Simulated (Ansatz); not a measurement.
Calculated with Ansatz (gas phase, PBE0-D4/def2-TZVP geometries, no zero-point term in ΔE). CCSD(T)/CBS adds triple-zeta CCSD(T) − MP2 to the extrapolated MP2 energy (def2 sets, frozen cores). Functionals use def2-TZVPP. For Ge outer-core shells are correlated without core-valence functions, which leaves a few kJ/mol of doubt a bond. Scalar relativity is left out up to krypton. Each species was taken in one conformer, which may not be the lowest.

Reaction (ligand exchange at a B–O bond): `B[SiH2]OBF` + `[NH2][GeH2][OH]` → `[NH2][GeH2][O]BF` + `B[SiH2]O`

`B[SiH2]OBF`:

Z-matrix (Å, degrees):
```
Si
O 1 1.663
B 1 2.000 2 113.1
H 1 1.493 2 109.1 3 -121.9
H 1 1.489 2 106.9 3 121.3
B 2 1.340 1 133.9 3 122.7
H 3 1.196 1 118.3 2 176.6
H 3 1.194 1 123.7 2 -3.9
F 6 1.325 2 118.4 1 179.6
H 6 1.199 2 123.2 1 -0.5
```

`[NH2][GeH2][OH]`:

```xyz
8

N    -0.489   -0.620    1.155
Ge   -0.116    0.347   -0.339
O     0.973   -0.690   -1.290
H     0.223   -0.654    1.869
H    -1.392   -0.454    1.572
H     0.640    1.679   -0.104
H    -1.450    0.572   -1.070
H     1.611   -0.180   -1.794
```

`[NH2][GeH2][O]BF`:

```xyz
10

N     0.591   -1.908   -0.018
Ge    0.687   -0.223   -0.681
O    -0.835    0.703   -0.375
B    -1.045    1.597    0.594
F    -2.247    2.157    0.698
H     0.582   -1.991    0.988
H    -0.123   -2.501   -0.415
H     1.825    0.522    0.025
H     0.772   -0.286   -2.205
H    -0.208    1.931    1.389
```

`B[SiH2]O`:

Cartesian coordinates in Å:
```
B 0.890 0.127 1.047
Si -0.451 0.333 -0.430
O -0.533 -0.908 -1.521
H 1.441 -0.902 1.312
H 1.133 1.068 1.747
H -0.182 1.546 -1.244
H -1.765 0.535 0.262
H -0.533 -1.800 -1.173
```

Is it downhill or uphill in electronic energy at CCSD(T)/CBS, and by how much? (Estimate.)

Ansatz gave: Downhill: ΔE = -11.4 kJ/mol.

What do these levels give: PBE-D4, revPBE-D4, r2SCAN-D4, BHLYP-D4, PBE, revPBE, r2SCANh, CAM-B3LYP, CCSD(T)/def2-SVP, CCSD(T)/def2-TZVPP, MP2/def2-QZVPP, CCSD/CBS(def2)? (Estimate.)

Computed: PBE-D4 -14.0, revPBE-D4 -13.0, r2SCAN-D4 -12.8, BHLYP-D4 -11.4, PBE -13.8, revPBE -13.2, r2SCANh -12.6, CAM-B3LYP -12.6, CCSD(T)/def2-SVP -16.2, CCSD(T)/def2-TZVPP -14.2, MP2/def2-QZVPP -12.6, CCSD/CBS(def2) -10.4 kJ/mol.

What do rigid-rotor, harmonic-oscillator terms from PBE0-D4/def2-TZVP frequencies (298.15 K, 1 bar) make of the CCSD(T)/CBS value? (Estimate.)

Computed: ΔZPE = +0.8 kJ/mol, ΔH = -11.0 kJ/mol, ΔS = -3 J/(mol·K), ΔG = -10.0 kJ/mol. Modes under 50 cm⁻¹ make the entropy rough.

Largest T1 diagnostic among the species: 0.013.

At CCSD(T), def2-SVP lies −4.8 kJ/mol from the extrapolated value and def2-TZVPP −2.8 kJ/mol. In def2-TZVPP, CCSD(T) changes the Hartree–Fock value by −5.1 kJ/mol (the triples alone add −1.0 kJ/mol) and MP2 by −5.5 kJ/mol.
